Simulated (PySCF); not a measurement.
**Core binding energy against partial charge**

Compound: C7H10OSi.
Cartesian coordinates in Å at the PBE0-D3(BJ)/def2-SVP level; atoms count from 1:
```
atom  x, y, z in Å
C1    -1.8931   -1.7793   -0.9648
C2    -1.8929   -0.5044   -0.5714
C3    -2.8666    0.6119   -0.5146
C4    -1.9458    1.4624    0.0215
C5    -0.8861    0.4374    0.0165
C6     0.4048    0.3583    0.3741
C7     1.1821    1.4864    0.9662
O8     1.0505   -0.8301    0.2294
Si9    2.6798   -1.1629    0.0473
H10   -2.7926   -2.2448   -1.3753
H11   -0.9879   -2.3826   -0.8776
H12   -3.9167    0.7077   -0.7937
H13   -1.9797    2.5073    0.3362
H14    0.5708    2.3949    1.0357
H15    1.5379    1.2296    1.9782
H16    2.0719    1.7238    0.3566
H17    3.2440   -0.4470   -1.1373
H18    3.4542   -0.7676    1.2623
H19    2.7560   -2.6335   -0.1493
```

Binding energies: PySCF 2.14.0, delta-SCF UKS SCAN, pcX-2 on the ionised atom, pcseg-1 elsewhere, spin-free X2C. Charges: PBE0/pcSseg-1 ground-state density, for the ionised atom.

| atom | environment | C 1s (eV) | Mulliken (e) | IAO (e) | Hirshfeld (e) | ESP (e) |
| --- | --- | --- | --- | --- | --- | --- |
| C1 | terminal =CH2 carbon | 289.40 | -0.059 | -0.340 | -0.117 | -0.659 |
| C3 | alkene CH carbon | 289.66 | -0.071 | -0.161 | -0.051 | -0.323 |
| C5 | fully substituted alkene carbon | 289.81 | -0.071 | -0.065 | -0.050 | -0.377 |
| C4 | alkene CH carbon | 290.04 | -0.098 | -0.141 | -0.043 | -0.074 |
| C2 | fully substituted alkene carbon | 290.31 | -0.187 | +0.025 | -0.012 | +0.372 |
| C7 | allylic carbon | 290.97 | -0.230 | -0.434 | -0.118 | -0.563 |
| C6 | vinylic carbon bearing oxygen | 291.49 | +0.155 | +0.191 | +0.071 | +0.498 |

How well does each charge scheme correlate with the binding energies over these sites?

ESP: r = 0.57, slope 1.0 eV per e; Hirshfeld: r = 0.55, slope 6.4 eV per e; IAO: r = 0.38, slope 1.3 eV per e; Mulliken: r = 0.28, slope 1.7 eV per e. On 7 points no scheme stands out.

The point-charge model writes a binding energy as kq + V + constant, with V the potential of the other atoms' charges at the site. What does it give with the Hirshfeld charges?

V = Σ 14.40 eV Å × q/r over all other atoms: +0.79 eV at C1, +0.09 eV at C3, -0.22 eV at C5, +0.04 eV at C4, -1.22 eV at C2, +1.94 eV at C7, -1.87 eV at C6. Fitting binding energy − V to q gives k = 24.5 eV per e and leaves an rms residual of 0.38 eV, against 0.58 eV for the fit on q alone. The model has no term for differences in relaxation between sites.

Spin contamination (⟨S²⟩ against 0.75 for a pure doublet) is marked for C 1s of C5 (0.89), C 1s of C4 (0.89), C 1s of C2 (0.95) and C 1s of C6 (0.92), which makes these values less certain. Isolated species at its PBE0-D3(BJ)/def2-SVP geometry (one conformer only).
